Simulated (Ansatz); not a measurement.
Species: sum formula YOCl, charge 0, multiplicity 1. 
Coordinates optimised at B3LYP-D3(BJ)/def2-TZVP (Ansatz, a quantum-chemistry and plane-wave program):
SMILES: [O]=[Y][Cl]
```xyz
3

Y      0.4451     0.3154    -0.2408
O     -0.5412     1.5481    -1.1308
Cl    -0.7665    -1.4521     1.0847
```
Charge 0, spin multiplicity 1.

Parts of the frozen-core correlation energy in def2-TZVPPD (Ansatz, hartree). Frozen orbitals: 10; correlated occupied orbitals by spin: 8 and 8; virtual: 129 and 129. No spin-orbit coupling. In def2 rows, elements after Kr have scalar-relativistic effective core potentials.

```csv
term,value
reference (HF),-572.39234
MP2 opposite-spin,-0.37818
MP2 same-spin,-0.13941
CCSD correlation,-0.51311
(T),-0.02675
T1 diagnostic,0.021
largest doubles amplitude,0.021
```
